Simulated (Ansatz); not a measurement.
`O=C[NH][GeH3]`. The species carries charge 0 and has multiplicity 1. Correlated methods include outer-core shells of Ge, which these sets cover unevenly. Scalar relativity is left out up to krypton.

| atom | x (Å) | y (Å) | z (Å) |
| --- | --- | --- | --- |
| O1 | 1.347 | 1.234 | -0.768 |
| C2 | 1.465 | 0.104 | -0.347 |
| N3 | 0.433 | -0.609 | 0.149 |
| Ge4 | -1.255 | 0.189 | 0.188 |
| H5 | 2.436 | -0.427 | -0.341 |
| H6 | 0.618 | -1.542 | 0.479 |
| H7 | -1.690 | 0.518 | -1.241 |
| H8 | -1.205 | 1.432 | 1.078 |
| H9 | -2.149 | -0.899 | 0.803 |

(1) Give the diagnostics of a CCSD(T)/def2-TZVPP run (frozen core, the Gaussian-basis code of Ansatz). (Estimate.)

## Answers

(1) The calculation gave: T1 = 0.0147, largest single amplitude 0.032, largest double 0.031, (T) share of the correlation energy 3.9 %, 10 CCSD cycles. The RHF solution is stable towards an unrestricted one. T1 lies under the customary mark of 0.02 for closed shells.
